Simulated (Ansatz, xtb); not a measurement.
## Two isomers of C6H4O2Se

Structure I: `Oc1cc2occc2[se]1`, a singlet. Structure II: `O=Cc1cc(=O)cc[se]1`, a singlet. Both are isolated molecules in the gas phase, relaxed with PBE0-D3(BJ)/def2-SVP; the shapes shown needn't be the lowest conformers.

I (Å):

```xyz
13

C    -1.0231    0.0262    2.6601
C     0.1376   -0.2116    1.9817
C     0.5759    0.9536    1.2929
C     1.5962    2.4558    0.1068
C     0.4971    3.0957    0.6063
C    -0.1737    2.1074    1.3864
O    -1.6702   -0.8871    3.3988
O     1.6534    1.1599    0.5160
Se   -1.6650    1.8125    2.4650
H    -2.4656   -0.5150    3.7917
H     0.6405   -1.1774    1.9851
H     2.4062    2.7858   -0.5376
H     0.2203    4.1322    0.4303
```

II (Å):

```json
{"atom": "C", "x (Å)": "-2.3645", "y (Å)": "-2.0897", "z (Å)": "-1.4109"}
{"atom": "C", "x (Å)": "-1.1916", "y (Å)": "-1.5283", "z (Å)": "-0.7049"}
{"atom": "C", "x (Å)": "-0.2495", "y (Å)": "-0.8190", "z (Å)": "-1.3682"}
{"atom": "C", "x (Å)": "0.9641", "y (Å)": "-0.2024", "z (Å)": "-0.8063"}
{"atom": "C", "x (Å)": "1.2027", "y (Å)": "-0.3597", "z (Å)": "0.6324"}
{"atom": "C", "x (Å)": "0.4172", "y (Å)": "-1.0191", "z (Å)": "1.5091"}
{"atom": "O", "x (Å)": "-3.2244", "y (Å)": "-2.7260", "z (Å)": "-0.8593"}
{"atom": "O", "x (Å)": "1.7348", "y (Å)": "0.4145", "z (Å)": "-1.5242"}
{"atom": "Se", "x (Å)": "-1.1761", "y (Å)": "-1.9041", "z (Å)": "1.1295"}
{"atom": "H", "x (Å)": "-2.3913", "y (Å)": "-1.8753", "z (Å)": "-2.5075"}
{"atom": "H", "x (Å)": "-0.3733", "y (Å)": "-0.6674", "z (Å)": "-2.4468"}
{"atom": "H", "x (Å)": "2.1178", "y (Å)": "0.1185", "z (Å)": "0.9938"}
{"atom": "H", "x (Å)": "0.6918", "y (Å)": "-1.0744", "z (Å)": "2.5668"}
```

Energies in hartree; the thermal terms are from GFN2-xTB frequencies at re-optimised GFN2-xTB minima (ideal gas, soft modes damped towards free rotors, one conformer each, 298.15 K, 1 atm) and include the zero-point energy:

```
                               I            II
E, CCSD(T)/def2-SVP  −2779.902359  −2779.917792
    E, MP2/def2-SVP  −2779.823004  −2779.829729
  E, MP2/def2-TZVPP  −2780.862484  −2780.862809
  zero-point energy      0.083421      0.081035
       H(298 K) − E      0.092166      0.090490
       G(298 K) − E      0.050326      0.046537
```

Correct the CCSD(T) difference for the basis set by the MP2 change, then work out ΔE, ΔE₀, ΔH and ΔG for I → II in kJ/mol (1 Eh = 2625.50 kJ/mol) and the equilibrium ratio [II]/[I].

1. Differences II − I: CCSD(T) −0.015433, MP2 in the small set −0.006725, MP2 in the large set −0.000325 Eh.
2. ΔE = −0.015433 + (−0.000325 − (−0.006725)) = −0.009033 Eh = −23.72 kJ/mol.
3. ΔE₀ = ΔE + ΔZPE = −0.009033 + (−0.002386) Eh = −29.98 kJ/mol.
4. ΔH = ΔE + (−0.001676) Eh = −28.12 kJ/mol.
5. ΔG = ΔE + (−0.003789) Eh = −33.66 kJ/mol, so ΔS = (ΔH − ΔG)/T = +18.6 J/(mol K).
6. kT = 0.9442 mEh, so K = [II]/[I] = exp(−ΔG/kT) = exp(+13.58) ≈ 7.9 × 10^5.

Structure II is favoured at this temperature. An error of 4 kJ/mol in ΔG would change K by a factor of 5. The basis-set step is large, which makes the value less sure. GFN2-xTB, HF/STO-3G gave ΔE the other sign. Mirror images and further conformers aren't counted.

As drawn, II has 2 C=O, 3 C–C, 2 C=C, 2 C–Se, 1 C–H in place of 1 C–O, 5 C∷C, 2 C∷O, 2 C∷Se, 1 O–H (∷ is an aromatic bond). Structure I has 2 5-membered rings (with an aromatic ring), II a 6-membered ring.

Other levels gave ΔE = +128.4 (GFN2-xTB); +138.4 (HF/STO-3G, GFN2-xTB geometries); −18.3 (r2SCAN-D4/def2-SVP, GFN2-xTB geometries); −6.1 (PBE0-D3(BJ)/def2-SVP); −57.9 (HF/def2-SVP); −17.7 (MP2/def2-SVP); −40.5 (CCSD(T)/def2-SVP) kJ/mol. The correlated steps freeze 17 core orbitals; the filled d shell of Se is correlated, in a basis made for valence electrons. Programs: Ansatz 0.2.0, xtb 6.7.1.
